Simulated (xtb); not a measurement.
Sn(F)(Et)(OH)2 (C2H7FO2Sn), SMILES C[CH2][Sn]([OH])([OH])[F]. All values are semi-empirical tight-binding results from xtb (GFN2-xTB unless named), good for trends rather than for accurate numbers. Coordinates come from a GFN2-xTB optimisation. The structure was generated by enumeration; whether it is a known compound was not checked. The values are those of a single conformer.

For metal compounds this method's bond lengths and energies can be far off.

Computed properties:
* **orbital gap**: 3.83 eV
* **zero-point energy**: 55.5 kcal/mol
* **G − E(el) at 298.15 K (modified RRHO)**: 32.1 kcal/mol
